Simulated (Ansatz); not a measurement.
System: C$_{3}$H$_{2}$F$_{3}$ (charge 0, doublet). It need not be the lowest isomer of its formula. SMILES: [CH]=CC(F)(F)F
Structure (B3LYP-D3(BJ)/def2-TZVP (Ansatz, a first-principles code) minimum search):
```
C
C 1 1.3007
H 2 1.0768 1 138.84
H 1 1.0907 2 122.39 3 0.00
C 1 1.5021 4 113.71 2 -180.00
F 5 1.3391 1 113.15 4 180.00
F 5 1.3508 6 107.65 1 -122.66
F 5 1.3508 6 107.65 7 -114.68
```
Charge 0, spin multiplicity 2.

Quantity: atomisation energy (electronic, to ground-state atoms), in kcal/mol. Valence correlation only, unless marked. UHF or UKS for open shells. No spin-orbit coupling. No relativistic terms. The coupled-cluster limit lacks core correlation, which all-electron functionals hold. Basis-set limits of correlation are two-point, X^-3; Hartree-Fock from the larger set.

| level | program | atomisation energy (kcal/mol) |
|---|---|---|
| PBE/def2-TZVPD | Ansatz | 819.6 |
| r2SCAN-D3(BJ)/def2-TZVPD | Ansatz + dftd3 | 794.0 |
| PBE0-D3(BJ)/def2-TZVP | Ansatz + dftd3 | 794.0 |
| BHLYP-D4/def2-TZVPD | Ansatz + dftd4 | 742.1 |

Task: Predict the CCSD(T)/CBS(cc-pVTZ,cc-pVQZ) result (Ansatz).

Result: 781.7 kcal/mol
